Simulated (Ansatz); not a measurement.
`C[CH]1C[NH][GaH]1`. Charge 0, multiplicity 1. All single points use the PBE0-D4/def2-TZVP geometry.

```xyz
13

C    -0.951    0.850    1.169
C    -0.610   -0.168    0.099
C     0.271    0.349   -1.064
N     1.367   -0.614   -1.086
Ga    0.794   -1.573    0.364
H    -0.053    1.312    1.590
H    -1.574    1.659    0.771
H    -1.503    0.395    1.995
H    -1.528   -0.618   -0.291
H     0.613    1.373   -0.854
H    -0.283    0.381   -2.013
H     2.086   -0.533   -1.786
H     1.372   -2.813    1.105
```

**Question.** What is the dipole moment at ωB97M-V/def2-TZVPP? (Estimate.)

**Answer.** Computed: 0.14 D, with components (-0.05, -0.12, 0.06) D in this frame, pointing from negative to positive charge.

**Question.** And with PBE, r2SCAN, B3LYP? (Estimate.)

**Answer.** The calculation gave: PBE 0.24 D, r2SCAN 0.16 D, B3LYP 0.10 D.

**Question.** Give the Mulliken charges with ωB97M-V, PBE, B3LYP in def2-TZVPP. (An estimate is asked.)

**Answer.** Computed: 
| atom | ωB97M-V | PBE | B3LYP |
| --- | --- | --- | --- |
| C1 | -0.32 | -0.26 | -0.26 |
| C2 | -0.24 | -0.12 | -0.12 |
| C3 | -0.03 | -0.01 | 0.00 |
| N4 | -0.33 | -0.28 | -0.33 |
| Ga5 | 0.22 | 0.11 | 0.18 |
| H6 | 0.09 | 0.08 | 0.07 |
| H7 | 0.11 | 0.08 | 0.08 |
| H8 | 0.10 | 0.08 | 0.08 |
| H9 | 0.10 | 0.07 | 0.07 |
| H10 | 0.09 | 0.06 | 0.06 |
| H11 | 0.08 | 0.06 | 0.06 |
| H12 | 0.09 | 0.12 | 0.11 |
| H13 | 0.04 | 0.00 | -0.01 |

B3LYP here is the variant with VWN-RPA as its local correlation; programs differ in this.
